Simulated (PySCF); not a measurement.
C4H4OSe.

```xyz
10

Se     1.5246     0.1079    -0.4259
C     -0.3066    -0.0005     0.1061
C     -1.2853     1.0554     0.1750
C     -2.4666     0.4472     0.5204
O     -2.2909    -0.9012     0.6564
C     -0.9795    -1.1655     0.4078
H      1.9869     0.7969     0.8108
H     -1.1170     2.1208    -0.0141
H     -3.4828     0.8148     0.6965
H     -0.6658    -2.2116     0.4791
```

Geometry optimised at PBE-D3(BJ)/def2-SVP. One conformer was computed; it need not be the lowest.

Calculation: PySCF with PBE/pcSseg-1. Non-relativistic, no solvent.

Give the absolute GIAO shielding of each atom: isotropic value and principal components (ppm). (An estimate is asked for; the answer gives what the named calculation found.)


| atom | σ(iso) | σ11 | σ22 | σ33 | span |
|---|---|---|---|---|---|
| Se1 | 1766.4 | 1435.6 | 1596.6 | 2267.0 | 831.4 |
| C2 | 63.9 | -10.6 | 66.9 | 135.2 | 145.8 |
| C3 | 55.5 | -27.4 | 59.2 | 134.9 | 162.3 |
| C4 | 32.1 | -40.8 | 39.5 | 97.5 | 138.4 |
| O5 | 1.0 | -153.7 | -68.0 | 224.6 | 378.3 |
| C6 | 28.0 | -48.7 | 42.5 | 90.1 | 138.7 |
| H7 | 27.9 | 18.5 | 24.8 | 40.5 | 22.0 |
| H8 | 24.5 | 22.1 | 23.9 | 27.4 | 5.3 |
| H9 | 23.6 | 20.9 | 24.7 | 25.2 | 4.3 |
| H10 | 23.6 | 20.3 | 23.6 | 26.9 | 6.6 |
